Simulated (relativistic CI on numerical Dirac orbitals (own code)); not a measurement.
## What each ingredient does to the levels of Zr XIII

Base calculation: Dirac-Coulomb-Breit CI, orbitals from a KLI potential per configuration, model QED (radiative potential, 1s self-energy scaled to tabulated hydrogen-like ionisation energies), unscaled Slater integrals.

CI space (outside the closed core [Ne]): 3s2.3p6.3d10, 3s2.3p6.3d9.4s, 3s2.3p6.3d9.4p, 3s2.3p6.3d9.4d, 3s2.3p6.3d8.4s2, 3s2.3p6.3d8.4s.4p, 3s2.3p6.3d9.4f, 3s2.3p6.3d9.5s, 3s2.3p6.3d8.4p2, 3s2.3p6.3d9.5p, 3s2.3p6.3d8.4s.4d, 3s2.3p5.3d10.4s, 3s2.3p6.3d9.5d, 3s2.3p6.3d8.4p.4d, 3s2.3p6.3d9.5f, 3s2.3p5.3d10.4p, 3s2.3p6.3d9.6s, 3s2.3p6.3d9.5g, 3s2.3p6.3d9.6p, 3s2.3p5.3d9.4s2, 3s2.3p6.3d9.6d, 3s2.3p6.3d8.4d2, 3s2.3p5.3d9.4s.4p, 3s2.3p5.3d10.4d, 3s.3p6.3d10.4s, 3s2.3p5.3d9.4p2, 3s2.3p5.3d9.4s.4d, 3s.3p6.3d9.4s2, 3s2.3p5.3d10.4f, 3s.3p6.3d10.4p, 3s2.3p5.3d10.5s, 3s2.3p5.3d9.4p.4d, 3s2.3p5.3d10.5p, 3s.3p6.3d9.4s.4p, 3s2.3p5.3d10.5d, 3s2.3p4.3d10.4s2. Levels of other configurations are missing.

Variants: (1) Breit term removed; (2) one mean potential for all configurations. Shifts of the energy above 3s2.3p6.3d10 1S_0, in cm⁻¹, for the lowest level and the first level of each name with at least 55 % of one term (blank where a level changes its place among those of its configuration and J or its character, or is not in the variant):

| Level | Base | Δ(1) | Δ(2) |
| --- | --- | --- | --- |
| 3s2.3p6.3d10 1S_0 | 0 | 0 | 0 |
| 3s2.3p6.3d9.4s 3D_3 | 1319078 | -342 | +146 |
| 3s2.3p6.3d9.4s 3D_2 | 1323523 | -329 | +141 |
| 3s2.3p6.3d9.4s 3D_1 | 1339030 | +482 | +232 |
| 3s2.3p6.3d9.4s 1D_2 | 1343681 | +464 | +214 |
| 3s2.3p6.3d9.4p 3P°_2 | 1525322 | -731 | +84 |
| 3s2.3p6.3d9.4p 3F°_3 | 1532817 | -716 | +88 |
| 3s2.3p6.3d9.4p 3P°_1 | 1547606 | -42 | +147 |
| 3s2.3p6.3d9.4p 3F°_2 | 1548883 | +43 | +170 |
| 3s2.3p6.3d9.4p 3F°_4 | 1552200 | -294 | +121 |
| 3s2.3p6.3d9.4p 3P°_0 | 1561957 | +440 | +191 |
| 3s2.3p6.3d9.4p 1D°_2 | 1562813 | -353 | +138 |
| 3s2.3p6.3d9.4p 3D°_3 | 1566164 | -347 | +135 |
| 3s2.3p6.3d9.4p 1P°_1 | 1567173 | -139 | -12 |

At this charge energies of transitions that change n are usually good to better than 1 %, and those within a shell (Δn = 0) to a few per cent.

Ionisation energy from the two ground configurations alone: base 425.724 eV. The NIST ASD value (theoretical) is 426 eV.

LS names give the leading component of a level, which can be under half, so a name can repeat, a term be missing and a line seem to break the LS rules.
